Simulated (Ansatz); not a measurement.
Zr4O8⁻. Charge -1, multiplicity 2. Geometry PBE-D4/def2-SVP; atoms count from 1.

```xyz
12

Zr   -1.159    3.385    1.504
Zr    1.376   -2.483    0.372
Zr   -0.171    0.796    0.330
Zr    0.433   -1.131   -2.672
O     0.538    2.607    0.800
O    -0.424   -1.453   -4.214
O     0.652   -0.783    1.184
O    -1.072    3.686    3.265
O     1.297   -3.947    1.401
O     0.616   -2.705   -1.461
O    -1.860    1.570    1.094
O    -0.226    0.458   -1.604
```

In the def2 sets Zr takes a core potential; there is no spin–orbit coupling. No other spin state of charge -1 was run. Another isomer (doublet) lies 1.87 eV lower at PBE0-D4/def2-SVP; other spin states weren't run for this one.

(1) Estimate the Mulliken populations from the PBE0/def2-SVP orbitals of Ansatz.

(2) Where does the spin sit?

(3) And the Mayer bond orders between bonded heavy atoms (over 0.3)?

Results:

(1) 
| atom | charge (e) | spin (α − β) | d electrons |
| --- | --- | --- | --- |
| Zr1 | 1.02 | 0.03 | 2.34 |
| Zr2 | 0.73 | 0.51 | 2.24 |
| Zr3 | 1.17 | -0.07 | 2.04 |
| Zr4 | 0.65 | 0.61 | 2.24 |
| O5 | -0.63 | 0.00 | – |
| O6 | -0.45 | -0.02 | – |
| O7 | -0.67 | -0.01 | – |
| O8 | -0.43 | 0.00 | – |
| O9 | -0.45 | -0.01 | – |
| O10 | -0.65 | -0.02 | – |
| O11 | -0.63 | 0.00 | – |
| O12 | -0.67 | -0.01 | – |
Mulliken values and Mayer orders depend strongly on the basis.

(2) Summed by element: Zr 1.07, O -0.07, of 1 unpaired in all. Largest on single atoms: Zr4 0.61, Zr2 0.51, Zr3 -0.07.

(3) Zr1–O5 1.05 (2.00 Å); Zr1–O8 2.27 (1.79 Å); Zr1–O11 1.07 (1.99 Å); Zr2–Zr4 0.61 (3.46 Å); Zr2–O7 0.89 (2.02 Å); Zr2–O9 2.27 (1.79 Å); Zr2–O10 1.02 (2.00 Å); Zr3–O5 1.05 (2.00 Å); Zr3–O7 1.16 (1.97 Å); Zr3–O11 1.02 (2.01 Å); Zr3–O12 1.21 (1.96 Å); Zr4–O6 2.27 (1.79 Å); Zr4–O10 1.02 (1.99 Å); Zr4–O12 0.86 (2.03 Å).
